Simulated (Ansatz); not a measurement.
Molecular dynamics of H$_{3}$CCl

Input file:

```yaml
crystal:
  lattice:
    - [8.381516, 0.0, 0.0]
    - [0.0, 8.381516, 0.0]
    - [0.0, 0.0, 8.381516]
  atoms:
    - { symbol: C, position: [0.41116402, 0.10575928, 0.64237355] }
    - { symbol: Cl, position: [0.59692584, 0.09013053, 0.74610079] }
    - { symbol: H, position: [0.40196489, 0.22649294, 0.59208317] }
    - { symbol: H, position: [0.40733035, 0.01507798, 0.54610252] }
    - { symbol: H, position: [0.31492223, 0.08315427, 0.73019691] }
    - { symbol: C, position: [0.70263162, 0.69877724, 0.31705379] }
    - { symbol: Cl, position: [0.85723647, 0.76808823, 0.19027002] }
    - { symbol: H, position: [0.61381538, 0.63093367, 0.24730127] }
    - { symbol: H, position: [0.75610062, 0.6218175, 0.40922396] }
    - { symbol: H, position: [0.64412455, 0.80321151, 0.37190749] }
    - { symbol: C, position: [0.01036225, 0.19643572, 0.88335762] }
    - { symbol: Cl, position: [0.02885978, 0.1905168, 1.09484608] }
    - { symbol: H, position: [-0.08738126, 0.27982114, 0.85100392] }
    - { symbol: H, position: [0.12450796, 0.24080934, 0.83416896] }
    - { symbol: H, position: [-0.01471823, 0.07416685, 0.84008345] }
    - { symbol: C, position: [-0.0236726, 0.66983692, 0.78231353] }
    - { symbol: Cl, position: [0.13277388, 0.80621879, 0.74095292] }
    - { symbol: H, position: [0.00368515, 0.55696156, 0.7206234] }
    - { symbol: H, position: [-0.03097077, 0.6530099, 0.91229659] }
    - { symbol: H, position: [-0.1355965, 0.72086735, 0.73694397] }
    - { symbol: C, position: [0.6477581, 0.45859866, -0.03226554] }
    - { symbol: Cl, position: [0.44530936, 0.45138894, 0.02674226] }
    - { symbol: H, position: [0.68186192, 0.58382418, -0.05211929] }
    - { symbol: H, position: [0.72035552, 0.40756105, 0.06483112] }
    - { symbol: H, position: [0.66054826, 0.38769621, -0.14187502] }
    - { symbol: C, position: [1.01599131, 0.17471013, 0.50480796] }
    - { symbol: Cl, position: [1.1037466, 0.36681232, 0.50051003] }
    - { symbol: H, position: [1.00387702, 0.13175657, 0.38064654] }
    - { symbol: H, position: [1.09317475, 0.092745, 0.57228572] }
    - { symbol: H, position: [0.8967589, 0.18382742, 0.56042054] }
    - { symbol: C, position: [0.39741754, 0.88430507, 0.08606668] }
    - { symbol: Cl, position: [0.30481976, 0.8361112, 0.26970747] }
    - { symbol: H, position: [0.52602864, 0.85732198, 0.09477324] }
    - { symbol: H, position: [0.34191429, 0.81133945, -0.00806201] }
    - { symbol: H, position: [0.37920145, 1.01211543, 0.06176579] }
    - { symbol: C, position: [0.66458753, 0.10067554, 0.33697656] }
    - { symbol: Cl, position: [0.66866383, 0.30947545, 0.37173682] }
    - { symbol: H, position: [0.54413576, 0.06768063, 0.29617425] }
    - { symbol: H, position: [0.7550563, 0.07080911, 0.24616744] }
    - { symbol: H, position: [0.69188683, 0.04112035, 0.45146491] }
basis:
  ecutwfc: 420.0
kpoints:
  mp_grid: { grid: [1, 1, 1] }
hamiltonian:
  xc: lda
scf:
  occupations: { method: fermi_dirac, width: 0.02 }
  lower_state_search: "off"
md:
  timestep: 0.5
  n_steps: 300
  ensemble: nvt_langevin
  temperature: 1500.0
  initial_velocities: maxwell_boltzmann
  seed: 673268
  friction: 0.02
```

Command:

```bash
$ ansatz run input.yaml --threads 1 --pin off --max-ram 3072MiB --backend cpu --events-out ev --progress --plain --runs-dir out
```

It starts from a partly relaxed structure (largest force component 0.25 eV/Å).

Output, in part (step lines):

```
md step     0: t =     0.00 fs  T =  1462.5 K  F+E_penalty+E_count = -10678.08591002 eV  E_kin = 7.561710 eV  (9 SCF iters)
md step     1: t =     0.50 fs  T =  1440.6 K  F+E_penalty+E_count = -10677.95830840 eV  E_kin = 7.448500 eV  (8 SCF iters)
md step     2: t =     1.00 fs  T =  1333.6 K  F+E_penalty+E_count = -10677.55799017 eV  E_kin = 6.895372 eV  (8 SCF iters)
md step     3: t =     1.50 fs  T =  1282.0 K  F+E_penalty+E_count = -10676.98776500 eV  E_kin = 6.628590 eV  (8 SCF iters)
md step     4: t =     2.00 fs  T =  1153.0 K  F+E_penalty+E_count = -10676.35815604 eV  E_kin = 5.961404 eV  (8 SCF iters)
md step     5: t =     2.50 fs  T =  1069.0 K  F+E_penalty+E_count = -10675.79172655 eV  E_kin = 5.527110 eV  (5 SCF iters)
md step     6: t =     3.00 fs  T =  1019.6 K  F+E_penalty+E_count = -10675.41398072 eV  E_kin = 5.271634 eV  (6 SCF iters)
md step     7: t =     3.50 fs  T =   984.7 K  F+E_penalty+E_count = -10675.21144613 eV  E_kin = 5.091216 eV  (6 SCF iters)
[... lines left out ...]
```

The steps, from the saved trajectory:

| time (fs) | T (K) | potential energy less start (eV) |
| --- | --- | --- |
| 0.0 | 1462 | 0.000 |
| 5.0 | 934 | 3.243 |
| 10.0 | 1093 | 3.367 |
| 15.0 | 974 | 2.951 |
| 20.0 | 955 | 3.807 |
| 25.0 | 1150 | 3.211 |
| 30.0 | 928 | 4.585 |
| 35.0 | 1271 | 3.398 |
| 40.0 | 1224 | 4.685 |
| 45.0 | 1198 | 4.246 |
| 50.0 | 1279 | 3.867 |
| 55.0 | 1220 | 4.778 |
| 60.0 | 1293 | 4.979 |
| 65.0 | 1079 | 5.937 |
| 70.0 | 1263 | 5.167 |
| 75.0 | 1079 | 5.716 |
| 80.0 | 1462 | 4.784 |
| 85.0 | 1631 | 4.172 |
| 90.0 | 1560 | 5.250 |
| 95.0 | 1460 | 5.263 |
| 100.0 | 1566 | 5.138 |
| 105.0 | 1271 | 6.395 |
| 110.0 | 1512 | 5.804 |
| 115.0 | 1454 | 6.166 |
| 120.0 | 1541 | 6.250 |
| 125.0 | 1460 | 5.988 |
| 130.0 | 1514 | 6.019 |
| 135.0 | 1832 | 4.991 |
| 140.0 | 1724 | 5.293 |
| 145.0 | 1518 | 5.942 |
| 150.0 | 1488 | 6.096 |

The run went to its last step. A run of 0.15 ps of so small a system gives no equilibrium averages. Limits of this set-up: coarse k mesh.

Mean squared displacements from the first frame to the last, about the centre of mass: C 1.39 Å², Cl 0.50 Å², H 3.48 Å².

Last frame:

```xyz
40
Lattice="8.3815 0.0000 0.0000 0.0000 8.3815 0.0000 0.0000 0.0000 8.3815" Properties=species:S:1:pos:R:3
C 3.678 1.565 6.093
Cl 5.581 1.226 6.572
H 3.747 1.436 4.995
H 3.137 0.805 6.612
H 3.528 2.659 6.237
C 6.092 5.984 2.810
Cl 7.165 6.386 1.556
H 5.159 6.480 2.485
H 5.845 4.783 2.624
H 6.575 6.496 3.555
C 0.789 1.886 7.474
Cl -0.237 1.413 8.927
H 0.476 2.936 7.053
H 1.784 1.507 7.289
H -0.032 1.351 6.821
C -0.265 5.175 7.276
Cl 0.508 6.178 6.102
H -0.162 4.136 7.140
H 0.451 5.221 8.078
H -1.526 5.354 7.675
C 4.963 4.210 -0.703
Cl 3.469 3.994 0.189
H 5.624 3.403 -0.275
H 4.739 3.838 -1.770
H 5.396 5.209 -0.553
C 10.276 2.581 3.011
Cl 9.401 2.937 4.673
H 11.378 2.998 2.936
H 10.289 1.614 2.585
H 9.487 3.159 2.375
C 2.790 7.308 0.320
Cl 1.517 6.463 1.447
H 3.460 7.847 0.903
H 3.264 6.588 -0.401
H 2.251 7.806 -0.383
C 5.233 1.538 1.669
Cl 5.144 2.792 2.892
H 4.935 1.989 0.722
H 6.166 1.058 1.591
H 4.362 0.843 1.676
```

Time of the run: 9.9 min on 1 thread of Arm Neoverse V2, with other jobs on the host, peak memory 0.46 GiB.
